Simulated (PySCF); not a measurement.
**Me2Se: calculation against experiment**

**Experimental background.**

From NIST CCCBDB Release 22 (SRD 101), experimental dipoles, for the gas: dipole moment 1.41 ± 0.02 D.

The runs below try to reproduce these values; the comparison stands at the end.

Compound: Me2Se, C₂H₆Se.
SMILES with atom numbers: `[CH3:1][Se:2][CH3:3]` (hydrogens: H4, H5, H6 on C1; H7, H8, H9 on C3)

Structure used (PBE0-D3(BJ)/def2-SVP), in Å, numbered top down from 1:
```xyz
9
C2H6Se angstrom
C      1.4490    0.0820    0.1379
Se     0.0535    0.6148   -1.0998
C     -1.4425   -0.0698   -0.0716
H      1.4551   -1.0087    0.2730
H      2.4076    0.3923   -0.3001
H      1.3219    0.5814    1.1087
H     -1.3586   -1.1575    0.0624
H     -2.3559    0.1506   -0.6408
H     -1.5031    0.4269    0.9071
```

The PySCF runs (gas phase, on this PBE0-D3(BJ)/def2-SVP geometry; no spin–orbit coupling):

```tsv
level	job	basis functions
PBE0-D3(BJ)/def2-SVP, grid level 1	geometry optimisation from a GFN2-xTB start	90
```

Results beside the measurements:

**Dipole moment.** Measured: 1.41 D (NIST CCCBDB Release 22 (SRD 101), experimental dipoles).

```csv
level,computed (D),computed − measured (D),% (from the printed values)
PBE0-D3(BJ)/def2-SVP,1.45,+0.04,+3
```

The computed dipoles belong to one fixed geometry; measured ones are averaged over vibrations unless marked μe. Magnitudes are compared, not signs.

No measured geometry was used, and the causes of the misses weren't examined.
